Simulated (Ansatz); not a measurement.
Molecular dynamics of ClFH5PSi2

Input file:

```yaml
crystal:
  periodic: [false, false, false]
  atoms:
    - { symbol: F, position_ang: [-1.954493, 0.677842, 1.316572] }
    - { symbol: Si, position_ang: [-0.330088, 0.446138, 1.458211] }
    - { symbol: Cl, position_ang: [0.0789, 0.115888, 3.529277] }
    - { symbol: P, position_ang: [0.358735, -1.342129, 0.290553] }
    - { symbol: Si, position_ang: [0.034828, -0.351632, -1.683041] }
    - { symbol: H, position_ang: [0.346634, 1.715126, 1.147016] }
    - { symbol: H, position_ang: [1.708823, -0.897112, 0.371987] }
    - { symbol: H, position_ang: [-1.393278, -0.184322, -1.904108] }
    - { symbol: H, position_ang: [0.662598, 0.960083, -1.780411] }
    - { symbol: H, position_ang: [0.570641, -1.191082, -2.743156] }
basis:
  gaussian: { orbitals: STO-3G }
hamiltonian:
  xc: pbe
  dispersion: d4
md:
  timestep: 0.5
  n_steps: 500
  ensemble: nve
  temperature: 700.0
  initial_velocities: maxwell_boltzmann
  seed: 956649
scf:
  lower_state_search: "off"
```

Command:

```bash
$ ansatz run input.yaml --threads 1 --pin off --max-ram 2048MiB --backend cpu --events-out ev --progress --plain --runs-dir out
```

It starts from a relaxed structure.

Output, in part (step lines, the closing report, with atoms numbered from 0):

```
md step     0: t =     0.00 fs  T =   700.0 K  F+E_penalty+E_count = -39882.35836400 eV  E_kin = 0.723856 eV  conserved = -39881.63450801 eV  (13 SCF iters)
[... lines left out ...]
Total energy: -39881.92450699 eV, -1465.6336926923 hartree
Atom 0 at    -2.076667     0.736848     1.487677 Å, force    -1.029578     0.064302    -0.056570 eV/Å
Atom 1 at    -0.479111     0.499558     1.461081 Å, force     1.429661     0.552529     0.557126 eV/Å
Atom 2 at     0.217875     0.049737     3.426968 Å, force    -0.180957    -0.326790     0.501186 eV/Å
Atom 3 at     0.222575    -1.293749     0.333863 Å, force     0.534593     0.021229    -0.270902 eV/Å
Atom 4 at     0.237790    -0.406778    -1.736344 Å, force    -2.480358    -0.896968     1.121784 eV/Å
Atom 5 at     0.205538     1.821968     1.430105 Å, force    -0.308336    -0.268741    -0.755577 eV/Å
Atom 6 at     1.545790    -0.899740     0.697694 Å, force     0.004275    -0.127331    -0.186549 eV/Å
Atom 7 at    -0.910318    -1.134122    -2.328269 Å, force     0.466841     0.497528     0.030021 eV/Å
Atom 8 at    -0.147761     0.969408    -1.635446 Å, force     0.001055     0.678244    -0.220457 eV/Å
Atom 9 at     1.298345    -0.579037    -2.625252 Å, force     1.562802    -0.194002    -0.720062 eV/Å
Dipole moment:     0.006437     0.114758    -0.770137 e Å
```

The steps, from the saved trajectory:

```tsv
time (fs)	T (K)	potential energy less start (eV)	conserved less start (meV/atom)
0.0	700	0.000	0.00
8.0	202	0.517	0.17
16.0	351	0.362	0.17
24.0	411	0.300	0.12
32.0	371	0.341	0.07
40.0	352	0.361	0.12
48.0	208	0.510	0.19
56.0	449	0.260	0.06
64.0	355	0.357	0.04
72.0	221	0.496	0.15
80.0	389	0.323	0.18
88.0	288	0.427	0.13
96.0	407	0.304	0.06
104.0	315	0.400	0.11
112.0	287	0.428	0.16
120.0	457	0.253	0.09
128.0	310	0.404	0.09
136.0	374	0.339	0.13
144.0	393	0.319	0.14
152.0	365	0.348	0.11
160.0	394	0.317	0.08
168.0	302	0.413	0.15
176.0	462	0.247	0.12
184.0	356	0.356	0.08
192.0	278	0.438	0.13
200.0	494	0.214	0.14
208.0	302	0.413	0.14
216.0	326	0.387	0.09
224.0	359	0.353	0.13
232.0	342	0.372	0.16
240.0	278	0.438	0.10
248.0	304	0.410	0.06
```

The run went to its last step. The conserved energy stayed within 0.22 meV per atom of its start (net change 0.16 meV per atom), so the integration is sound. The temperature averaged 0.50 of the 700 K drawn at the start: a run that starts near a minimum puts about half its kinetic energy into the potential. A run of 0.25 ps of so small a system gives no equilibrium averages. Limits of this set-up: minimal basis.

The same pairs are bonded in the first frame and the last. Pairs count as bonded within 1.25 times the sum of covalent radii (0.12 Å more for H–H).

Last frame:

```xyz
10
Properties=species:S:1:pos:R:3
F -2.077 0.737 1.488
Si -0.479 0.500 1.461
Cl 0.218 0.050 3.427
P 0.223 -1.294 0.334
Si 0.238 -0.407 -1.736
H 0.205 1.822 1.430
H 1.546 -0.900 0.698
H -0.910 -1.134 -2.328
H -0.148 0.969 -1.635
H 1.298 -0.579 -2.625
```

Time of the run: 9 min on 1 thread of Intel(R) Xeon(R) 6975P-C (Granite Rapids), on a shared host, peak memory 0.11 GiB.
